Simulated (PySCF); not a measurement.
An unknown gives this computed stick spectrum. Method used: TDDFT PBE0/def2-SVPD, vertical, gas phase, core orbitals frozen in the response in PySCF. Geometries: PBE0-D3(BJ)/def2-SVP, one conformer each.

```
state  E (eV)       f  main configurations (H = HOMO, L = LUMO)
   S1    4.60   0.040                  H→L+1 (71%), H-1→L (28%)
   S2    4.67   0.133                   H→L (90%), H-1→L+1 (8%)
   S3    5.12  0.0000                               H-2→L (99%)
   S4    5.18  0.0004                               H-3→L (99%)
   S5    5.51  0.0040                             H-2→L+1 (99%)
   S6    5.63  0.0000                             H-3→L+1 (99%)
   S7    6.17   0.617                  H-1→L (69%), H→L+1 (27%)
   S8    6.27   0.343                             H-1→L+1 (87%)
   S9    6.60  0.0030                               H→L+2 (99%)
  S10    6.89  0.0037                               H-6→L (98%)
```

Triplets computed (Tamm–Dancoff): 2.74, 3.54, 4.12, 4.58 eV.

Task: Which candidate is it?
A. `B1C=CC=CC=C1`
B. `C=CCC(=O)OC=C`
C. `C=CC(C)(C)C`

Result: A. Its S1, at 4.60 eV, is the lowest among the candidates; the nearest of the others has S1 at 5.78 eV. S1 is HOMO→LUMO+1 (71%), HOMO-1→LUMO (28%). Löwdin shares by element: HOMO carbon 66% or more (atoms not listed hold the other 34%); LUMO carbon 69% or more (atoms not listed hold the other 31%). At the same level the other candidates give, for their lowest levels:
- `C=CC(C)(C)C`: 7.02 eV (f 0.048); 7.42 eV (f 0.423); 7.71 eV (f 0.002); 7.76 eV (f 0.000); 7.85 eV (f 0.002); T1 4.40 eV; HOMO -7.39, LUMO 0.38 eV
- `C=CCC(=O)OC=C`: 5.78 eV (f 0.003); 6.13 eV (f 0.300); 6.35 eV (f 0.077); 6.76 eV (f 0.021); 7.08 eV (f 0.026); HOMO -7.44, LUMO -0.58 eV
